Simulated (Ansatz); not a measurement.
CH4B2O (`BB1CO1`). Total charge 0; spin multiplicity 1. The structure was optimised at the PBE0-D4/def2-TZVP level.

```xyz
8

B    -0.104    1.127   -1.209
B    -0.006    0.214    0.151
C     0.092   -1.115    0.901
O     0.040    0.227    1.492
H    -1.159    1.384   -1.710
H     0.880    1.495   -1.782
H     1.045   -1.616    1.046
H    -0.788   -1.716    1.110
```

What is the dipole moment at PBE/def2-TZVPP? (Best estimate.)

The calculation gave: 1.03 D, with components (0.03, -0.88, -0.54) D in this frame, pointing from negative to positive charge.

And with r2SCAN, B3LYP, ωB97M-V? (An estimate is asked.)

Ansatz gave: r2SCAN 1.09 D, B3LYP 1.17 D, ωB97M-V 1.18 D.

Give the Mulliken charges with PBE, ωB97M-V, B3LYP in def2-TZVPP. (Best estimate.)

Ansatz gave: 
```
atom    PBE  ωB97M-V  B3LYP
  B1  -0.06    -0.23  -0.13
  B2   0.04     0.20   0.13
  C3  -0.09    -0.13  -0.10
  O4  -0.18    -0.26  -0.25
  H5   0.04     0.10   0.06
  H6   0.04     0.10   0.06
  H7   0.11     0.12   0.11
  H8   0.11     0.12   0.11
```

B3LYP here is the variant with VWN-RPA as its local correlation; programs differ in this.
